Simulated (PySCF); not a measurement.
Calculated NMR parameters of CN(C)[SiH2]O[SiH2]O[SiH3]

- Formula: C2H13NO2Si3
- SMILES: CN(C)[SiH2]O[SiH2]O[SiH3]
- Point group of the computed structure: C1
- Degrees of unsaturation: 0
- Carbon signals: 1
- Proton signals: 4

Structure with atom numbers: `[CH3:1][N:2]([CH3:3])[SiH2:4][O:5][SiH2:6][O:7][SiH3:8]`. Each H is labelled by its parent atom.

One computed conformer, non-relativistic Hamiltonian, gas phase, fast rotation and ring inversion assumed for equivalent nuclei. HF/pcSseg-1 with gauge-including orbitals; geometry: PBE0-D3(BJ)/def2-SVP; PySCF 2.14.0 with density-fitted response routines.

Shifts are taken against calculated references (same method and geometry level): TMS for $^{1}$H and $^{13}$C and $^{29}$Si; $^{15}$N against NH3; $^{17}$O against H2O.

| carbon | δC, type | δH (multiplicity) | HMBC from (2–3 bonds) | span of the C tensor (ppm) |
| --- | --- | --- | --- | --- |
| C1/C3 | 35.4, CH3 | 2.52 (s) | H(Si4), H(C1)/H(C3) | 51 |

Other nuclei:
```
 atoms    nucleus                           environment  δ (ppm)  σ (ppm)
H(Si8)    $^{1}$H     hydrogen on a silicon bonded to O     4.54    27.15
H(Si6)    $^{1}$H   hydrogen on a silicon bonded to 2 O     4.28    27.40
H(Si4)    $^{1}$H  hydrogen on a silicon bonded to N, O     4.20    27.49
   Si4  $^{29}$Si           silicon bonded to N, O, 2 H    -31.0    424.4
   Si8  $^{29}$Si              silicon bonded to O, 3 H    -45.2    438.6
   Si6  $^{29}$Si            silicon bonded to 2 O, 2 H    -47.7    441.2
    N2   $^{15}$N            nitrogen bonded to 2 C, Si     17.7    248.0
    O5   $^{17}$O                 oxygen bonded to 2 Si     71.8    261.6
    O7   $^{17}$O                 oxygen bonded to 2 Si     22.5    310.8
```

Carbon types of the structure: 2 × CH3, leaving 7 H on heteroatoms. δC 35.4: methyl carbon bonded to N; deshielded by the electronegative neighbour. δH 4.54: hydrogen on a silicon bonded to O. δH 4.28: hydrogen on a silicon bonded to 2 O. δH 4.20: hydrogen on a silicon bonded to N, O. δH 2.52: hydrogen on a methyl carbon bonded to N; its carbon carries N, which withdraws density.

Shifts are as computed. Against solution values, carbons near 30 ppm lie about -0 ppm off and those near 130 ppm about +7 ppm. Of 1211 compounds with measured shifts, 218 miss one by over three times the rms of a fit or turn the order of signals round; such compounds aren't used in these exercises. Experimental scales use liquid or dissolved standards, which lie at an offset from isolated NH3 (liquid NH3: subtract about 20 ppm) and H2O (liquid H2O: subtract about 36 ppm). No couplings were computed; multiplicities are counted from neighbouring protons, with m where these are inequivalent, close in shift, in a saturated or five-membered ring or joined by F or P, and br s for small geminal =CH2 splittings.
